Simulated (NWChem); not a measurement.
Everything below was run with NWChem. System: H₄AsSi, charge 0, spin multiplicity 2, displaced from the optimised geometry. The structure started from a generated list of species. Its SCF solution wasn't tested for a lower state. Level: UBP86/def2-SVP.

Job file:

```
start mol
memory heap 200 mb stack 900 mb global 1100 mb
geometry units angstroms nocenter noautoz noautosym
  Si    -1.470369    -0.575943     0.045691
  As     0.760419     0.347348    -0.026280
  H     -1.681892    -1.382072     1.324472
  H     -2.481552     0.563316     0.008309
  H     -1.714178    -1.491117    -1.151490
  H      1.368953    -1.089390     0.046266
end
basis spherical
  * library def2-svp
end
dft
  xc becke88 perdew86
  odft
  mult 2
  semidirect memsize 60000000 filesize 0
  iterations 100
  grid coarse
end
task dft gradient
```

Part of the output:

```
             Northwest Computational Chemistry Package (NWChem) 7.3.0
             --------------------------------------------------------

                                NWChem Input Module
                                -------------------

 Scaling coordinates for geometry "geometry" by  1.889725989
 (inverse scale =  0.529177249)

                             Geometry "geometry" -> ""
                             -------------------------

 Output coordinates in angstroms (scale by  1.889725989 to convert to a.u.)

  No.       Tag          Charge          X              Y              Z
 ---- ---------------- ---------- -------------- -------------- --------------
    1 Si                  14.0000    -1.47036900    -0.57594300     0.04569100
    2 As                  33.0000     0.76041900     0.34734800    -0.02628000
    3 H                    1.0000    -1.68189200    -1.38207200     1.32447200
    4 H                    1.0000    -2.48155200     0.56331600     0.00830900
    5 H                    1.0000    -1.71417800    -1.49111700    -1.15149000
    6 H                    1.0000     1.36895300    -1.08939000     0.04626600

 Effective nuclear repulsion energy (a.u.)     146.6330242002

            Nuclear Dipole moment (a.u.)
            ----------------------------
        X                 Y               Z
 ---------------- ---------------- ----------------
    -0.0000151178     0.0000359048    -0.0000170075


 Summary of "ao basis" -> "" (spherical)
 ------------------------------------------------------------------------------
       Tag                 Description            Shells   Functions and Types
 ---------------- ------------------------------  ------  ---------------------
 *                          def2-svp                  on all atoms

  perdew86 is a nonlocal functional; adding perdew81 local functional.

                                 NWChem DFT Module
                                 -----------------

 Summary of "ao basis" -> "ao basis" (spherical)
 ------------------------------------------------------------------------------
       Tag                 Description            Shells   Functions and Types
 ---------------- ------------------------------  ------  ---------------------
 Si                         def2-svp                 8       18   4s3p1d
 As                         def2-svp                12       32   5s4p3d
 H                          def2-svp                 3        5   2s1p

 Summary of "ao basis" -> "ao basis" (spherical)
 ------------------------------------------------------------------------------
       Tag                 Description            Shells   Functions and Types
 ---------------- ------------------------------  ------  ---------------------
 Si                         def2-svp                 8       18   4s3p1d
 As                         def2-svp                12       32   5s4p3d
 H                          def2-svp                 3        5   2s1p

            General Information
            -------------------
          SCF calculation type: DFT
          Wavefunction type:  spin polarized.
          No. of atoms     :     6
          No. of electrons :    51
           Alpha electrons :    26
            Beta electrons :    25
          Charge           :     0
          Spin multiplicity:     2
          Use of symmetry is: off; symmetry adaption is: off
          Maximum number of iterations: 100
          AO basis - number of functions:    70
                     number of shells:    32
          Convergence on energy requested:  1.00D-06
          Convergence on density requested:  1.00D-05
          Convergence on gradient requested:  5.00D-04

              XC Information
              --------------
                    Becke 1988 Exchange Functional  1.000
                Perdew 1981 Correlation Functional  1.000 local
                Perdew 1986 Correlation Functional  1.000 non-local

             Grid Information
             ----------------
          Grid used for XC integration:  coarse
          Radial quadrature: Mura-Knowles
          Angular quadrature: Lebedev.
          Tag              B.-S. Rad. Rad. Pts. Rad. Cut. Ang. Pts.
          ---              ---------- --------- --------- ---------
          Si                  1.10       70           8.0       302
          As                  1.15       95           9.0       302
          H                   0.35       35          11.0       302
          Grid pruning is: on
          Number of quadrature shells:   305
          Spatial weights used:  Erf1

          Convergence Information
          -----------------------
          Convergence aids based upon iterative change in
          total energy or number of iterations.
          Levelshifting, if invoked, occurs when the
          HOMO/LUMO gap drops below (HL_TOL):  1.00D-02
          DIIS, if invoked, will attempt to extrapolate
          using up to (NFOCK): 10 stored Fock matrices.

                    Damping( 0%)  Levelshifting(0.5)       DIIS
                  --------------- ------------------- ---------------
          dE  on:    start            ASAP                start
          dE off:    2 iters        100 iters           100 iters

      Screening Tolerance Information
      -------------------------------
          Density screening/tol_rho:  1.00D-10
          AO Gaussian exp screening on grid/accAOfunc:  14
          CD Gaussian exp screening on grid/accCDfunc:  20
          XC Gaussian exp screening on grid/accXCfunc:  20
          Schwarz screening/accCoul:  1.00D-08
[...]
    52      0.160401  3 H  s                 15     -0.054332  1 Si d -1
    32      0.052760  2 As pz                35      0.040121  2 As pz

 Vector   24  Occ=1.000000D+00  E=-2.938342D-01
              MO Center= -3.1D-01, -1.0D-01,  1.4D-02, r^2= 4.1D+00
   Bfn.  Coefficient  Atom+Function         Bfn.  Coefficient  Atom+Function
  ----- ------------  ---------------      ----- ------------  ---------------
    66      0.312772  6 H  s                 56      0.279401  4 H  s
    30      0.221014  2 As px                67      0.217488  6 H  s
    31     -0.197558  2 As py                 8     -0.185690  1 Si px
    22     -0.179450  2 As s                 57      0.169616  4 H  s
    33      0.164755  2 As px                34     -0.136908  2 As py

 Vector   25  Occ=1.000000D+00  E=-2.471966D-01
              MO Center=  2.2D-01,  9.3D-02, -7.1D-03, r^2= 3.5D+00
   Bfn.  Coefficient  Atom+Function         Bfn.  Coefficient  Atom+Function
  ----- ------------  ---------------      ----- ------------  ---------------
    22      0.275716  2 As s                 30      0.273143  2 As px
    31      0.269903  2 As py                34      0.247236  2 As py
    33      0.244064  2 As px                23      0.240668  2 As s
     8     -0.226203  1 Si px                11     -0.226815  1 Si px
    21     -0.175797  2 As s                 28     -0.164681  2 As py

 Vector   26  Occ=0.000000D+00  E=-1.603757D-01
              MO Center=  5.7D-01,  2.2D-01, -1.8D-02, r^2= 2.6D+00
   Bfn.  Coefficient  Atom+Function         Bfn.  Coefficient  Atom+Function
  ----- ------------  ---------------      ----- ------------  ---------------
    35      0.600582  2 As pz                32      0.471633  2 As pz
    29     -0.286433  2 As pz                62      0.144935  5 H  s
    52     -0.143088  3 H  s                 13      0.117997  1 Si pz
    61      0.096642  5 H  s                 51     -0.095396  3 H  s
    26      0.092947  2 As pz                17     -0.057027  1 Si d  1

 Vector   27  Occ=0.000000D+00  E=-2.192526D-02
              MO Center= -1.6D-01, -1.8D-01,  1.3D-02, r^2= 4.8D+00
   Bfn.  Coefficient  Atom+Function         Bfn.  Coefficient  Atom+Function
  ----- ------------  ---------------      ----- ------------  ---------------
    33      0.897834  2 As px                11      0.778126  1 Si px
     4      0.506199  1 Si s                  3      0.479753  1 Si s
    67     -0.378844  6 H  s                 30      0.326852  2 As px
     8      0.225972  1 Si px                 2      0.212760  1 Si s
    23     -0.201902  2 As s                 27     -0.202428  2 As px

 Vector   28  Occ=0.000000D+00  E=-5.742821D-03
              MO Center=  1.5D-01, -3.7D-01,  1.8D-02, r^2= 4.8D+00
   Bfn.  Coefficient  Atom+Function         Bfn.  Coefficient  Atom+Function
  ----- ------------  ---------------      ----- ------------  ---------------
    67      1.071582  6 H  s                 34      0.880347  2 As py
    23     -0.719924  2 As s                 12      0.535362  1 Si py
    11      0.521491  1 Si px                22     -0.476222  2 As s
    52      0.309736  3 H  s                 62      0.288221  5 H  s
    31      0.256461  2 As py                66      0.251452  6 H  s

   alpha - beta orbital overlaps
   -----------------------------

   alpha      1      2      3      4      5      6      7      8      9     10
    beta      1      2      3      5      4      6      7      8      9     10
 overlap   1.000  1.000  1.000  1.000  1.000  1.000  1.000  1.000  1.000  1.000

   alpha     11     12     13     14     15     16     17     18     19     20
    beta     11     12     13     14     15     16     18     17     19     20
 overlap   1.000  1.000  1.000  1.000  0.868  1.000  1.000  0.923  0.892  0.996

   alpha     21     22     23     24     25     26     27     28     29     30
    beta     21     22     23     24     25     26     27     28     29     30
 overlap   0.996  0.994  0.998  0.994  0.999  0.997  0.999  0.994  0.993  0.995

   alpha     31     32     33     34     35     36     37     38     39     40
    beta     31     32     33     34     35     36     37     38     39     40
 overlap   0.996  0.973  0.928  0.958  0.983  0.988  0.967  0.883  0.892  0.999

   alpha     41     42     43     44     45     46     47     48     49     50
    beta     41     42     43     44     45     46     47     48     49     50
 overlap   0.995  0.984  0.983  0.995  0.996  0.999  0.999  0.994  0.995  0.995

   alpha     51     52     53     54     55     56     57     58     59     60
    beta     51     52     53     54     55     56     57     58     59     60
 overlap   1.000  0.998  0.999  1.000  1.000  1.000  1.000  1.000  1.000  1.000

   alpha     61     62     63     64     65     66     67     68     69     70
    beta     61     62     63     64     65     66     67     68     69     70
 overlap   1.000  1.000  1.000  1.000  1.000  1.000  1.000  0.973  0.973  0.999

     --------------------------
     Expectation value of S2:
     --------------------------
      <S2> =      0.7527 (Exact =     0.7500)

 center of mass
 --------------
 x =   0.19954902 y =   0.11460471 z =  -0.00815250

 moments of inertia (a.u.)
 ------------------
          95.785583234228        -159.995765654936          12.644299094425
        -159.995765654936         427.591138073783           5.544547101549
          12.644299094425           5.544547101549         500.417316746474

     Multipole analysis of the density
     ---------------------------------

     L   x y z        total         alpha         beta         nuclear
     -   - - -        -----         -----         ----         -------
     0   0 0 0     -0.000000    -26.000000    -25.000000     51.000000

     1   1 0 0     -0.020792     -0.627445      0.606668     -0.000015
     1   0 1 0     -0.117457     -0.315903      0.198410      0.000036
     1   0 0 1      0.006669      0.024016     -0.017330     -0.000017

     2   2 0 0    -25.833712   -127.444710   -123.897830    225.508827
     2   1 1 0     -0.586995    -41.212805    -39.949853     80.575663
     2   1 0 1      0.035195      3.276236      3.226391     -6.467433
     2   0 2 0    -25.777302    -39.320141    -37.391481     50.934319
     2   0 1 1      0.021266      1.424802      1.556449     -2.959985
     2   0 0 2    -25.488699    -20.585937    -16.095846     11.193084

            General Information
            -------------------
          SCF calculation type: DFT
          Wavefunction type:  spin polarized.
          No. of atoms     :     6
          No. of electrons :    51
           Alpha electrons :    26
            Beta electrons :    25
          Charge           :     0
          Spin multiplicity:     2
          Use of symmetry is: off; symmetry adaption is: off
          Maximum number of iterations: 100
          AO basis - number of functions:    70
                     number of shells:    32
          Convergence on energy requested:  1.00D-06
          Convergence on density requested:  1.00D-05
          Convergence on gradient requested:  5.00D-04

              XC Information
              --------------
                    Becke 1988 Exchange Functional  1.000
                Perdew 1981 Correlation Functional  1.000 local
                Perdew 1986 Correlation Functional  1.000 non-local

             Grid Information
             ----------------
          Grid used for XC integration:  coarse
          Radial quadrature: Mura-Knowles
          Angular quadrature: Lebedev.
          Tag              B.-S. Rad. Rad. Pts. Rad. Cut. Ang. Pts.
          ---              ---------- --------- --------- ---------
          Si                  1.10       70           8.0       302
          As                  1.15       95           9.0       302
          H                   0.35       35          11.0       302
          Grid pruning is: on
          Number of quadrature shells:   305
          Spatial weights used:  Erf1

          Convergence Information
          -----------------------
          Convergence aids based upon iterative change in
          total energy or number of iterations.
          Levelshifting, if invoked, occurs when the
          HOMO/LUMO gap drops below (HL_TOL):  1.00D-02
          DIIS, if invoked, will attempt to extrapolate
          using up to (NFOCK): 10 stored Fock matrices.

                    Damping( 0%)  Levelshifting(0.5)       DIIS
                  --------------- ------------------- ---------------
          dE  on:    start            ASAP                start
          dE off:    2 iters        100 iters           100 iters

      Screening Tolerance Information
      -------------------------------
          Density screening/tol_rho:  1.00D-10
          AO Gaussian exp screening on grid/accAOfunc:  14
          CD Gaussian exp screening on grid/accCDfunc:  20
          XC Gaussian exp screening on grid/accXCfunc:  20
          Schwarz screening/accCoul:  1.00D-08

                            NWChem DFT Gradient Module
                            --------------------------

  charge          =   0.00
  wavefunction    = open shell

                         DFT ENERGY GRADIENTS

    atom               coordinates                        gradient
                 x          y          z           x          y          z
   1 Si     -2.778595  -1.088374   0.086343    0.000783   0.000370  -0.000009
   2 As      1.436984   0.656393  -0.049662    0.002253   0.006209  -0.000390
   3 H      -3.178315  -2.611737   2.502889   -0.000579  -0.003192   0.005346
   4 H      -4.689453   1.064513   0.015702   -0.004245   0.004941  -0.000156
   5 H      -3.239327  -2.817803  -2.176001   -0.000709  -0.003637  -0.005044
   6 H       2.586946  -2.058649   0.087430    0.002497  -0.004690   0.000252

                 ----------------------------------------
                 |  Time  |  1-e(secs)   |  2-e(secs)   |
                 ----------------------------------------
                 |  CPU   |       0.00   |       1.63   |
                 ----------------------------------------
                 |  WALL  |       0.00   |       1.63   |
                 ----------------------------------------

 Task  times  cpu:        4.0s     wall:        4.0s

 Total times  cpu:        4.0s     wall:        4.0s
```
